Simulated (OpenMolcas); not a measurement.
**Ions of charge +4 along the 5d row with 6 water ligands in octahedral coordination**

```json
{
  "Program": "OpenMolcas",
  "Method": "CASSCF",
  "Spin-orbit coupling": "RASSI with atomic mean-field integrals over the reference wave functions"
}
```

The d shell is active. Anionic complexes are neutralised by point charges behind the ligands. Distances were set from a Shannon-type radius of the metal (high-spin where two are listed) plus a fixed donor radius (H2O 1.36 Å). Ligand basis ANO-RCC-VDZP, DKH2 Hamiltonian. States (labels of O, taken over from Oh, the nearest higher group). Energies in cm-1 above the lowest state or level, χT in cm3 K/mol; under a threefold ground state the first gap can be a small split of the lowest multiplet, not the spin-orbit step; 10Dq and B are least-squares fits to the states below 45000 cm-1, weighted by degeneracy, with a free offset, and given where the rms deviation is under 5 % of |10Dq| (or 100 cm-1) and under 700 cm-1. Spin-only χT is S(S+1) / 2 for the spin of the ground state.

```csv
Ion,Shell,R (Å),Metal basis,Ground state,First state of that spin,10Dq,B (rms of fit),First gap with spin-orbit (degeneracies),χT at 300 K,First state of another spin,Spin-only χT
W4+,5d2,2.02,ANO-RCC-VTZP,3T1,3T2 36551,38189,671 (62),"206.6 (2, 3)",0.158,1T2 9664,1.000
Re4+,5d3,1.99,ANO-RCC-VDZP,4A2,4T2 38840,,,"13190 (4, 4)",1.493,2E 13804,1.875
Os4+,5d4,1.99,ANO-RCC-VTZP,3T1,3E 33119,36187,647 (298),"3565 (1, 3)",0.208,1T2 8745,1.000
Ir4+,5d5,1.99,ANO-RCC-VTZP,2T2,30614,34558,684 (366),"7369 (2, 4)",0.406,2S+1 = 4: 20887,0.375
```

The rows also differ in their metal basis, so part of each step comes from that.

Among the 3 ions with a close fit, |10Dq| is smallest for Ir4+ (34558 cm-1) and largest for W4+ (38189 cm-1). The error differs from ion to ion, so this order need not be the real one.

B goes from 671 cm-1 (W4+) to 684 cm-1 (Ir4+).

Below the highest spin of the shell: Os4+, Ir4+. χT departs most from the spin-only value for W4+, by -0.842 cm3 K/mol.

Without dynamic correlation the repulsion within the d shell is too large (B by tens of per cent), so at a given field states of lower spin stand too high. With metal d orbitals alone the field can be off either way by tens of per cent. Ligand-to-metal charge-transfer states are missing. With no ligand orbital active B as a rule stays too high, so bands that hang on it stand too high and its fall with covalency is understated. An orbital triplet at a regular site is open to Jahn-Teller coupling, which can distort the site and quench the lowest spin-orbit gaps and is left out (holds for W4+; Ir4+). The least metal-like active orbital is 75 % on the metal (Löwdin) and no ligand orbital is active, so the numbers are rough (holds for W4+). The least metal-like active orbital is 74 % on the metal (Löwdin) and no ligand orbital is active, so the numbers are rough (holds for Re4+). The least metal-like active orbital is 73 % on the metal (Löwdin) and no ligand orbital is active, so the numbers are rough (holds for Os4+). The least metal-like active orbital is 72 % on the metal (Löwdin) and no ligand orbital is active, so the numbers are rough (holds for Ir4+). No measured value stands beside these numbers; the geometry is a model, was not optimised and need not be the one that this ion takes.

A state without a sure symmetry label is named by its multiplicity alone.
